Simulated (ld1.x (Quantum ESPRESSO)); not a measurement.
## Pseudopotential generation for chromium (Cr): TM, PBE, scalar-relativistic.

Input for ld1.x (Quantum ESPRESSO) 7.5:

```
&input
   title='Cr', zed=24., rel=1, dft='PBE', iswitch=3,
   config='[Ar] 3d5 4s0 4p0',
   nld=3, rlderiv=3.00, eminld=-6.0, emaxld=5.0, deld=0.02
 /
 &inputp
   pseudotype=2, tm=.true., lloc=1,
   nlcc=.false.,
   file_pseudopw='Cr.UPF', file_wfcaegen='ae.wfc', file_wfcncgen='nc.wfc', file_beta='beta', file_chi='chi'
 /
3
4S  1  0   0.00   0.00  2.75  2.75  0.0
3D  3  2   5.00   0.00  1.90  1.90  0.0
3P  2  1   6.00   0.00  1.05  1.05  0.0
 &test
   configts(1)='3p6 3d5 4s0 4p0'
 /
```

Command:

```bash
ld1.x < Cr.in > Cr.out
```

The program printed (shortened: banner, matrices, multipoles, cross overlaps and the repeated all-electron block are left out):

```
Program LD1 v.7.5
     --------------------------- All-electron run ----------------------------

     Cr
     scalar relativistic calculation

     atomic number is 24.00
     dft =PBE   lsd =0 sic =0 latt =0  beta=0.20 tr2=1.0E-14
     Exchange-correlation= PBE
                           (   1   4   3   4   0   0   0)
     mesh =1183 r(mesh) =  99.18097 a.u. xmin = -7.00 dx = 0.01250
     1 Ry =  13.60569312 eV, c = 137.03599908

     n l     nl                  e(Ry)          e(Ha)          e(eV)
     1 0     1S 1( 2.00)      -432.7609      -216.3804     -5888.0114
     2 0     2S 1( 2.00)       -49.5326       -24.7663      -673.9257
     2 1     2P 1( 6.00)       -41.7106       -20.8553      -567.5014
     3 0     3S 1( 2.00)        -5.9522        -2.9761       -80.9838
     3 1     3P 1( 6.00)        -3.8568        -1.9284       -52.4750
     3 2     3D 1( 5.00)        -0.7258        -0.3629        -9.8746
     4 0     4S 1( 0.00)        -0.7315        -0.3657        -9.9521
     4 1     4P 1( 0.00)        -0.4410        -0.2205        -6.0007

     final scf error:  7.3E-15 reached in  25 iterations

     Etot =   -2100.551196 Ry,   -1050.275598 Ha,  -28579.454958 eV

     Ekin =    2121.832365 Ry,    1060.916183 Ha,   28869.000022 eV
     Encl =   -5001.175200 Ry,   -2500.587600 Ha,  -68044.455025 eV
     Eh   =     875.774745 Ry,     437.887373 Ha,   11915.522427 eV
     Exc  =     -96.983106 Ry,     -48.491553 Ha,   -1319.522381 eV

     normalization and overlap integrals

     s(1S/1S) =  1.000000  <r> =   0.0636  <r2> =    0.0054  r(max) =   0.0417
     s(2S/2S) =  1.000000  <r> =   0.2931  <r2> =    0.1015  r(max) =   0.2428
     s(2P/2P) =  1.000000  <r> =   0.2598  <r2> =    0.0831  r(max) =   0.1988
     s(3S/3S) =  1.000000  <r> =   0.9033  <r2> =    0.9430  r(max) =   0.7764
     s(3P/3P) =  1.000000  <r> =   0.9680  <r2> =    1.1079  r(max) =   0.7961
     s(3D/3D) =  1.000000  <r> =   1.4164  <r2> =    2.7368  r(max) =   0.8474
     s(4S/4S) =  1.000000  <r> =   3.0719  <r2> =   10.8058  r(max) =   2.5778
     s(4P/4P) =  1.000000  <r> =   3.9314  <r2> =   17.7867  r(max) =   3.2689

     ------------------------ End of All-electron run ------------------------

     --------------------- Generating NC pseudopotential ---------------------

      Generating local pot.: lloc=1, matching radius rcloc =   1.0500

      Wfc   4S  rcut= 2.779  Using Troullier-Martins method

      Wfc   3D  rcut= 1.910  Using Troullier-Martins method

     ------------------- End of pseudopotential generation -------------------

     Computing logarithmic derivative in   3.01384
     Computing logarithmic derivative in   3.01384
     Computing the partial wave expansion
     R is outside the sphere for l=    0 j= 0.00
       no projector for channel:   1
     R is outside the sphere for l=    2 j= 0.00

     ---------------------- Testing the pseudopotential ----------------------

     Cr
     scalar relativistic calculation

     atomic number is 24.00   valence charge is 12.00
     dft =PBE   lsd =0 sic =0 latt =0  beta=0.20 tr2=1.0E-14
     mesh =1183 r(mesh) =  99.18097 xmin = -7.00 dx = 0.01250

     n l     nl             e AE (Ry)        e PS (Ry)    De AE-PS (Ry)
     2 1     3P   1( 6.00)       -3.85684       -3.85690        0.00006
     3 2     3D   1( 5.00)       -0.72577       -0.72577        0.00000
     1 0     4S   1( 0.00)       -0.73147       -0.73147        0.00000
     3 1     4P   1( 0.00)       -0.44104       -0.44173        0.00069

     eps = 7.0E-15  iter = 17

     Etot =   -2100.551196 Ry,   -1050.275598 Ha,  -28579.454958 eV
     Etotps =  -116.958414 Ry,     -58.479207 Ha,   -1591.300283 eV

     Ekin =      72.347996 Ry,      36.173998 Ha,     984.344637 eV
     Encl =    -261.878067 Ry,    -130.939034 Ha,   -3563.032617 eV
     Ehrt =      94.651147 Ry,      47.325573 Ha,    1287.794453 eV
     Ecxc =     -14.978913 Ry,      -7.489456 Ha,    -203.798492 eV
     Epseu=      -7.100576 Ry,      -3.550288 Ha,     -96.608264 eV

     ---------------------- End of pseudopotential test ----------------------
```

Note: ghost state, extra bound levels that the all-electron valence spectrum of the same l lacks: s at -66.9 eV. A true bound ghost makes a file unfit for plane-wave use.

Generation and configuration tests took about 4.6 s on one core of a shared server CPU.
